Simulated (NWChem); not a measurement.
Everything below was run with NWChem. System: stibine (H₃Sb), charge 0, spin multiplicity 1, at a geometry optimised with B3LYP/def2-SVP with def2 effective core potentials on Sb. Level: G0W0@PBE0/def2-QZVP with def2 effective core potentials on Sb, RI basis def2-qzvp-rifit, no spin-orbit coupling.

Job file:

```
start mol
memory heap 200 mb stack 700 mb global 1700 mb
geometry units angstroms nocenter noautoz
  Sb     0.000552     0.054131     0.000000
  H     -0.720255    -0.912955     1.231318
  H     -0.720255    -0.912955    -1.231318
  H      1.412339    -0.934769     0.000000
  symmetry group Cs
end
basis spherical
  * library def2-qzvp
end
ecp
  Sb library def2-ecp
end
basis "ri basis" bse spherical
  * library def2-qzvp-rifit
end
dft
  xc pbe0
  iterations 100
  direct
  tolerances tight
end
task dft energy
gw
  method cdgw
  states alpha occ 4 vir 2
end
task dft gw
```

Part of the output:

```
             Northwest Computational Chemistry Package (NWChem) 7.3.0
             --------------------------------------------------------

                                NWChem Input Module
                                -------------------

 Scaling coordinates for geometry "geometry" by  1.889725989
 (inverse scale =  0.529177249)

 Turning off AUTOSYM since
 SYMMETRY directive was detected!

                             Geometry "geometry" -> ""
                             -------------------------

 Output coordinates in angstroms (scale by  1.889725989 to convert to a.u.)

  No.       Tag          Charge          X              Y              Z
 ---- ---------------- ---------- -------------- -------------- --------------
    1 Sb                  51.0000     0.00055200     0.05413100     0.00000000
    2 H                    1.0000    -0.72025500    -0.91295500     1.23131800
    3 H                    1.0000    -0.72025500    -0.91295500    -1.23131800
    4 H                    1.0000     1.41233900    -0.93476900     0.00000000

 Effective nuclear repulsion energy (a.u.)      47.6169136943

            Nuclear Dipole moment (a.u.)
            ----------------------------
        X                 Y               Z
 ---------------- ---------------- ----------------
    -0.0000359048     0.0000037795     0.0000000000

      Symmetry information
      --------------------

 Group name             Cs
 Group number              2
 Group order               2
 No. of unique centers     3

      Symmetry unique atoms

     1    2    4


 Summary of "ao basis" -> "" (spherical)
 ------------------------------------------------------------------------------
       Tag                 Description            Shells   Functions and Types
 ---------------- ------------------------------  ------  ---------------------
 *                         def2-qzvp                  on all atoms

 Summary of "ri basis" -> "" (spherical)
 ------------------------------------------------------------------------------
       Tag                 Description            Shells   Functions and Types
 ---------------- ------------------------------  ------  ---------------------
 *                      def2-qzvp-rifit               on all atoms

                                 NWChem DFT Module
                                 -----------------

 Summary of "ao basis" -> "ao basis" (spherical)
 ------------------------------------------------------------------------------
       Tag                 Description            Shells   Functions and Types
 ---------------- ------------------------------  ------  ---------------------
 Sb                        def2-qzvp                22       82   7s6p4d4f1g
 H                         def2-qzvp                10       30   4s3p2d1f

 Summary of "ao basis" -> "ao basis" (spherical)
 ------------------------------------------------------------------------------
       Tag                 Description            Shells   Functions and Types
 ---------------- ------------------------------  ------  ---------------------
 Sb                        def2-qzvp                22       82   7s6p4d4f1g
 H                         def2-qzvp                10       30   4s3p2d1f

      Symmetry analysis of basis
      --------------------------

        a'        102
        a"         70

            General Information
            -------------------
          SCF calculation type: DFT
          Wavefunction type:  closed shell.
[...]
              MO Center=  1.9D-03,  1.8D-01, -8.2D-16, r^2= 2.7D+00
   Bfn.  Coefficient  Atom+Function         Bfn.  Coefficient  Atom+Function
  ----- ------------  ---------------      ----- ------------  ---------------
     6      0.372182  1 Sb s                 18      0.326334  1 Sb py
    21      0.286366  1 Sb py                 3     -0.239184  1 Sb s
     9     -0.230674  1 Sb py                 5      0.212505  1 Sb s
     7      0.159304  1 Sb s                 85     -0.128327  2 H  s
   115     -0.128327  3 H  s                145     -0.128333  4 H  s

 Vector   14  Occ=0.000000D+00  E=-9.855840D-03  Symmetry=a'
              MO Center= -6.8D-02,  6.7D-02,  8.5D-11, r^2= 4.9D+00
   Bfn.  Coefficient  Atom+Function         Bfn.  Coefficient  Atom+Function
  ----- ------------  ---------------      ----- ------------  ---------------
   146      0.964990  4 H  s                 23     -0.828093  1 Sb px
    86     -0.482427  2 H  s                116     -0.482427  3 H  s
    20     -0.414559  1 Sb px                17     -0.207961  1 Sb px
     8      0.164272  1 Sb px               144      0.143334  4 H  s
    36     -0.112547  1 Sb d -2              26      0.106351  1 Sb d -2

 Vector   15  Occ=0.000000D+00  E=-9.852410D-03  Symmetry=a"
              MO Center=  6.9D-02,  6.5D-02, -8.5D-11, r^2= 4.9D+00
   Bfn.  Coefficient  Atom+Function         Bfn.  Coefficient  Atom+Function
  ----- ------------  ---------------      ----- ------------  ---------------
    86     -0.835701  2 H  s                116      0.835701  3 H  s
    25      0.828178  1 Sb pz                22      0.414577  1 Sb pz
    19      0.207960  1 Sb pz                10     -0.164277  1 Sb pz
    84     -0.124125  2 H  s                114      0.124125  3 H  s
    37      0.110986  1 Sb d -1              27     -0.104549  1 Sb d -1

 Vector   16  Occ=0.000000D+00  E= 1.658678D-02  Symmetry=a'
              MO Center= -8.4D-04, -8.4D-02,  5.5D-14, r^2= 7.1D+00
   Bfn.  Coefficient  Atom+Function         Bfn.  Coefficient  Atom+Function
  ----- ------------  ---------------      ----- ------------  ---------------
     6      1.287341  1 Sb s                 86     -1.060885  2 H  s
   116     -1.060885  3 H  s                146     -1.060775  4 H  s
    24     -0.844846  1 Sb py                 7      0.762569  1 Sb s
    21     -0.413610  1 Sb py                 3     -0.357657  1 Sb s
     4      0.202683  1 Sb s                  5     -0.142413  1 Sb s

 center of mass
 --------------
 x =   0.00058475 y =   0.05737102 z =   0.00000000

 moments of inertia (a.u.)
 ------------------
          20.914683915125           0.009575095381           0.000000000000
           0.009575095381          21.826358963921           0.000000000000
           0.000000000000           0.000000000000          20.914585758082

     Multipole analysis of the density
     ---------------------------------

     L   x y z        total         alpha         beta         nuclear
     -   - - -        -----         -----         ----         -------
     0   0 0 0      0.000000    -13.000000    -13.000000     26.000000

     1   1 0 0      0.001418      0.015331      0.015331     -0.029244
     1   0 1 0      0.140806      1.502500      1.502500     -2.864193
     1   0 0 1      0.000000      0.000000      0.000000      0.000000

     2   2 0 0    -20.755887    -15.792111    -15.792111     10.828335
     2   1 1 0     -0.015964     -0.000121     -0.000121     -0.015722
     2   1 0 1     -0.000000     -0.000000     -0.000000      0.000000
     2   0 2 0    -22.318614    -15.816261    -15.816261      9.313909
     2   0 1 1      0.000000      0.000000      0.000000      0.000000
     2   0 0 2    -20.755686    -15.792091    -15.792091     10.828496

 Task  times  cpu:       28.5s     wall:       28.5s

                                NWChem Input Module
                                -------------------

                                 NWChem GW Module
                                 ----------------

                             ***********************
                             ***        GW       ***
                             ***********************

 Summary of "ri basis" -> "ri basis" (spherical)
 ------------------------------------------------------------------------------
       Tag                 Description            Shells   Functions and Types
 ---------------- ------------------------------  ------  ---------------------
 Sb                     def2-qzvp-rifit             50      276   10s10p9d8f6g5h2i
 H                      def2-qzvp-rifit             16       56   6s4p3d2f1g

                 Memory Information
                 ------------------
          Available GA per process is          1699.8 MBs
          Available stack per process is        700.0 MBs
          Available heap per process is           0.2 MBs

          Peak memory in Initialization
              Peak GA per process is                 10.6 MBs
              Peak stack per process is               0.4 MBs
              Peak heap per process is               11.1 MBs
              Memory not in MA per process            0.0 MBs

          Peak memory in CDGW Calculation
              Peak GA per process is                 13.7 MBs
              Peak stack per process is               3.0 MBs
              Peak heap per process is                3.4 MBs
              Memory not in MA per process            0.0 MBs

          Computing 2-center integrals
          Computing Inverse Cholesky factor
          Computing 3-center integrals
          Computing Vxc

          Computing Sigma_x
          Computing W(iw) on the imaginary grid
          Solving quasiparticle equations

                  Alpha Orbitals
          State     Energy (eV)     Error (eV)
          -----------------------------------
@GW        10        -16.937           0.003
@GW        11        -11.975           0.001
@GW        12        -11.975           0.002
@GW        13         -9.903           0.002
@GW        14          1.453           0.004
@GW        15          1.454           0.004

     GW Timing Statistics
   ------------------------
   Init.   :          0.2s
     ERIs  :          2.3s
     Distr.:          0.0s
     Vxc   :          4.1s
   Vmo     :          0.0s
   iW      :          2.7s
   I_n     :          0.0s
   R_n     :          0.4s
   GW total:          9.7s

 Task  times  cpu:        9.7s     wall:        9.7s

 Total times  cpu:       38.2s     wall:       38.2s
```
